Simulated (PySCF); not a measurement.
**Two-dimensional NMR puzzle**

Compound of formula C6H5FSi. Correlations simulated from computed shifts and the bond graph:

HSQC (one-bond C–H):
```
  δH     δC
7.31  161.7
6.55  132.2
3.14   93.6
```

COSY cross peaks (H two or three bonds apart, from the bond graph; peaks can be absent where the dihedral angle is near 90°):
```
  δH    δH
7.31  6.55
```

HMBC (two and three bonds, from the bond graph):
```
  δH                                δC
7.31         186.1, 132.2, 117.4, 87.6
6.55               186.1, 161.7, 117.4
4.59  186.1, 161.7, 132.2, 117.4, 87.6
3.14                       117.4, 87.6
```

Carbons without hydrogens: δ 186.1, 117.4, 87.6.

Non-relativistic, one averaged value for each set of equivalent atoms, no solvent, single conformer. Shielding tensors at PBE0/pcSseg-1 (GIAO); geometry: GFN2-xTB; PySCF 2.14.

Referencing at the same level of theory: ¹H (σ = 31.72 ppm) and ¹³C (σ = 186.93 ppm) against TMS.

Exchangeable hydrogens are left out of these lists.

Problem. Work out the connectivity.

Solution. `C(#C)C1=CC=C(F)[SiH2]1`.

Atom-mapped SMILES (the numbers label the heavy atoms): `[CH:1]#[C:2][C:3]1=[CH:4][CH:5]=[C:6]([F:7])[SiH2:8]1`. Each H is labelled by its parent atom.

δC 186.1 is C6, a fully substituted alkene carbon. δC 161.7 is C4, an alkene CH (δH 7.31). δC 132.2 is C5, an alkene CH (δH 6.55). δC 117.4 is C3, a fully substituted alkene carbon. δC 93.6 is C1, a terminal alkyne carbon (δH 3.14). δC 87.6 is C2, an alkyne carbon. HMBC from δH 7.31 reaches the proton-free carbons C6, C3, C2. HMBC from δH 6.55 reaches the proton-free carbons C6, C3. HMBC from δH 4.59 reaches the proton-free carbons C6, C3, C2. HMBC from δH 3.14 reaches the proton-free carbons C3, C2. COSY links 7.31–6.55.

The shifts were computed for this structure.

Shifts are as computed. Against solution values, carbons near 30 ppm lie about +3 ppm off and those near 130 ppm about +5 ppm. Of 1211 compounds with measured shifts, 218 miss one by over three times the rms of a fit or turn the order of signals round; such compounds aren't used in these exercises.
